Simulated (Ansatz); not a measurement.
Geometry optimisation, UKS PBE0/def2-SVP (Ansatz 0.2.0).

The input (input.yaml):

```yaml
crystal:
  periodic: [false, false, false]
  atoms:
    - { symbol: Si, position_ang: [0.000387, 0.0, -0.231321] }
    - { symbol: Cl, position_ang: [-0.000249, 0.0, 3.099813] }
    - { symbol: F, position_ang: [1.500762, 0.0, -0.818953] }
    - { symbol: F, position_ang: [-0.749752, 1.299191, -0.819435] }
    - { symbol: F, position_ang: [-0.749752, -1.299191, -0.819435] }
    - { symbol: H, position_ang: [0.000205, 0.0, 4.43083] }
magnetization:
  spin_polarized: true
  initial_magnetization: 1
basis:
  gaussian: { orbitals: def2-SVP }
hamiltonian:
  xc: pbe0
relax:
  f_tol: 0.03
  max_steps: 50
```

Command:

```bash
$ ansatz run input.yaml --threads 2 --pin off --max-ram 3072MiB --backend cpu --events-out ev --progress --plain --runs-dir out
```

Task: Where does it end, and by what steps?

Result: It converged. The force dipped under the threshold on the way, but the program's further checks kept it going. After 36 steps the energy has fallen by 0.183 eV; H6 moved furthest, 1.80 Å.

| step | energy less start (eV) | largest force component (eV/Å) | accepted |
| --- | --- | --- | --- |
| 0 | 0.0000 | 1.226 | yes |
| 2 | -0.0326 | 0.118 | yes |
| 4 | -0.0329 | 0.039 | yes |
| 6 | -0.0337 | 0.140 | yes |
| 8 | -0.0349 | 0.124 | yes |
| 10 | -0.0433 | 0.077 | yes |
| 12 | -0.0441 | 0.093 | yes |
| 14 | -0.0476 | 0.339 | yes |
| 16 | -0.0586 | 0.191 | yes |
| 18 | -0.0610 | 0.024 | yes |
| 20 | -0.0699 | 0.127 | yes |
| 22 | -0.0798 | 0.500 | yes |
| 24 | -0.1167 | 0.406 | yes |
| 26 | -0.1525 | 0.636 | yes |
| 28 | -0.1702 | 0.344 | no |
| 30 | -0.1784 | 0.114 | yes |
| 32 | -0.1819 | 0.033 | yes |
| 34 | -0.1829 | 0.076 | yes |
| 36 | -0.1832 | 0.021 | yes |

```xyz
6
Properties=species:S:1:pos:R:3
Si -0.381 0.277 -0.010
Cl -0.477 -0.315 3.219
F 1.111 0.329 0.623
F -0.313 1.111 -1.386
F -0.666 -1.259 -0.395
H 0.727 -0.143 2.791
```

Whether the end is a true minimum wasn't checked by a vibrational analysis.

Run time: 90 s on 2 threads of Arm Neoverse V1 (shared host), peak memory 0.24 GiB.
